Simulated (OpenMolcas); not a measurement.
# Pm4+: effect of the basis set

```yaml
Program: OpenMolcas
Method: CASSCF
Active_space: 3 electrons in 7 orbitals (4f)
State_averaging: 2S+1 = 4 odd, 35 roots (21 in the spin-orbit step); 2S+1 = 2 odd, 112 roots (35 in the spin-orbit step)
Spin-orbit_coupling: RASSI with atomic mean-field integrals over the reference wave functions, term energies averaged over their components
```

A. ANO-RCC-VDZ [7s6p4d2f], X2C, point nucleus; cost of the order of 23 core-seconds
B. ANO-RCC-VDZP [7s6p4d2f1g], DKH2, point nucleus; cost of the order of 22 core-seconds
C. ANO-RCC-VTZP [8s7p5d3f2g1h], DKH3, point nucleus; cost roughly 26 core-seconds
D. ANO-R3 [9s7p5d5f3g1h], X2C, finite nucleus; cost of the order of 30 core-seconds

Energies in cm⁻¹ above 4f³ ⁴I°_9/2.

| Level | A | B | C | D |
| --- | --- | --- | --- | --- |
| 4f³ ⁴I°_9/2 | 0.0 | 0.0 | 0.0 | 0.0 |
| 4f³ ⁴I°_11/2 | 2569 | 2569 | 2563 | 2536 |
| 4f³ ⁴I°_13/2 | 5324 | 5324 | 5312 | 5259 |
| 4f³ ⁴I°_15/2 | 8176 | 8177 | 8158 | 8080 |
| 4f³ ²H°_9/2 | 18216 | 18216 | 18139 | 18165 |
| 4f³ ⁴F°_3/2 | 18626 | 18626 | 18539 | 18545 |
| 4f³ ⁴F°_5/2 | 19639 | 19639 | 19550 | 19546 |

Among A to D the level of the table that moves most is 4f³ ⁴I°_15/2, by 97 cm-1 (lowest in D, highest in B).

High states are left out of the spin-orbit mixing, which shifts the levels that they would mix with. Without dynamic correlation excited terms often stand tens of per cent too high (terms of higher spin than the ground term too low), and those without a measured partner can miss by more than the paired ones. The basis is small and was not contracted for so high a charge (holds for A; B). Only configurations of the active space appear. Levels that lie high or do not pair safely by name in every column are left out.

° marks odd parity.
